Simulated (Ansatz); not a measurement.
Calculated with Ansatz (gas phase, PBE0-D4/def2-TZVP geometries, no zero-point term in ΔE). CCSD(T)/CBS is the MP2 limit (def2-TZVPP, def2-QZVPP) plus CCSD(T) − MP2 in def2-TZVPP, frozen cores. This one scheme is used for every species. Functionals use def2-TZVPP. HSE06 is defined as in plane-wave codes. One conformer a species, not always the lowest.

Reaction (silylene formation by 1,1-elimination): `F[Si@@H](Cl)[Si@@H](F)Cl` → `F[SiH](Cl)Cl` + `F[SiH]`

`F[Si@@H](Cl)[Si@@H](F)Cl`:

Cartesian coordinates in Å:
```
F 2.221 -0.179 -0.723
Si 1.105 0.217 0.343
Cl 1.105 2.247 0.560
Si -1.025 -0.363 -0.452
F -1.076 -1.912 -0.822
Cl -2.325 -0.019 1.086
H 1.467 -0.398 1.639
H -1.472 0.408 -1.632
```

`F[SiH](Cl)Cl`:

Z-matrix (Å, degrees):
```
Si
F 1 1.581
Cl 1 2.024 2 108.4
Cl 1 2.024 2 108.4 3 119.6
H 1 1.467 2 109.1 3 -120.2
```

`F[SiH]`:

```xyz
3

F     0.987   -0.428   -0.618
Si    0.046    0.698    0.049
H    -1.033   -0.271    0.569
```

```
             level  ΔE (kJ/mol)  difference from CCSD(T)/CBS
            PBE-D4        197.2                         10.6
            B97M-V        186.5                         -0.1
           PBE0-D4        205.2                         18.6
          HSE06-D4        205.0                         18.4
          BHLYP-D4        195.5                          8.9
           LC-ωPBE        203.1                         16.5
       HF/def2-SVP        166.0                        -20.6
SCS-MP2/def2-TZVPP        181.4                         -5.2
   CCSD/def2-TZVPP        176.0                        -10.6
    MP2/def2-QZVPP        195.2                          8.6
       CCSD(T)/CBS        186.6                            0
```

Largest T1 diagnostic among the species: 0.015.

At CCSD(T), def2-SVP lies −22.5 kJ/mol from the extrapolated value and def2-TZVPP −7.6 kJ/mol. The D4 term adds +15.3 kJ/mol with B3LYP and +8.6 kJ/mol with PBE0; it sums over pairs of atoms, weighted by their polarisabilities, and B3LYP, whose exchange is more repulsive, gets the larger term. From BLYP to BHLYP (50 % exact exchange), in def2-TZVPP and without D4, ΔE moves by +24.2 kJ/mol.

B3LYP here is the variant with VWN-RPA as its local correlation; programs differ in this.
